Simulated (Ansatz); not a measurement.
Basis sets compared for GeHBr3. Total charge 0; singlet. Geometry r2SCAN-D4/def2-SVP. Ansatz on 4 threads of Intel Xeon on a shared host; times are rough, and most runs start from earlier orbitals.

```xyz
5

Ge    0.0791   -0.0928   -0.1022
H     0.8377   -0.9855   -1.0833
Br   -1.1506   -1.3922    1.3350
Br   -1.3326    1.3008   -1.2557
Br    1.5663    1.1697    1.1062
```

The 6-31G sets use Cartesian d functions. B3LYP takes the VWN-RPA correlation.

Binding counts from free atoms (Ge triplet, H doublet, Br doublet) in the same basis, without a counterpoise term.

```
           level  functions  energy (Eh)  HOMO (eV)  LUMO (eV)  binding per atom (eV)  wall time
        HF/6-31G        118   -9791.8570     -11.83       0.81                   1.37        6 s
 PBE-D4/def2-SVP        133   -9797.5349      -7.15      -2.82                   2.58      3.5 s
  B3LYP-D4/6-31G        118   -9798.8481      -8.46      -2.78                   2.19        6 s
PBE0-D4/def2-SVP        133   -9797.8582      -8.51      -1.98                   2.53      8.6 s
```

Question: Estimate the rows for HF/def2-TZVP, PBE-D4/def2-TZVP, B3LYP-D4/def2-TZVP, PBE0-D4/def2-TZVP.

Answer: 
```
             level  functions  energy (Eh)  HOMO (eV)  LUMO (eV)  binding per atom (eV)  wall time
      HF/def2-TZVP        198   -9793.3400     -11.56       1.47                   1.77       13 s
  PBE-D4/def2-TZVP        198   -9798.7373      -7.33      -3.02                   2.58      6.5 s
B3LYP-D4/def2-TZVP        198   -9800.3441      -8.34      -2.45                   2.47       14 s
 PBE0-D4/def2-TZVP        198   -9799.0596      -8.62      -2.15                   2.55       14 s
```
